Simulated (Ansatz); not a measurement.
Ansatz (a program for electronic structure) was given this input:
Ansatz 0.2 input:
```yaml
crystal:
  periodic: [false, false, false]
  atoms:
    - {symbol: Cl, position_ang: [-0.00000000, -0.00000000, -1.77742018]}
    - {symbol: Br, position_ang: [0.00000000, 0.00000000, 0.86331837]}
basis:
  gaussian:
    orbitals: aug-cc-pVDZ
hamiltonian:
  xc: cam_b3lyp
magnetization: {spin_polarized: true, initial_magnetization: 2}
```

Task: What does this run give for the total energy, number of basis functions, <S^2>?

Result: 
| Property | Result |
|---|---|
| total energy | -3034.3876 Eh |
| number of basis functions | 63 |
| <S^2> | 2.007 |
